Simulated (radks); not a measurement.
Valence configurations of P III (all share [Ne]). All-electron calculation, non-relativistic Kohn-Sham, r2SCAN, spin-polarised, spherical densities, point nucleus; open shells are filled with parallel spins first; meta-GGA in the generalised Kohn-Sham scheme. Program: a radial shooting solver on a logarithmic mesh with Libxc functionals. Energies are relative to 3s2 3p1; eigenvalues in eV for spin up.

valence      E (eV)  moment (Bohr magnetons)    e(3p)    e(3s)
3s2 3p1       0.000                        1  -24.935  -35.063
3s1 3p2       5.963                        3  -26.510  -36.852
3p3          16.291                        3  -27.051        -
3s1.5 3p1.5   3.617                        2  -25.840  -36.103

NIST lists [Ne] 3s2 3p1 as the ground configuration; this level of theory agrees among the configurations tried. The energies are those of spherical high-spin densities, not of single terms.
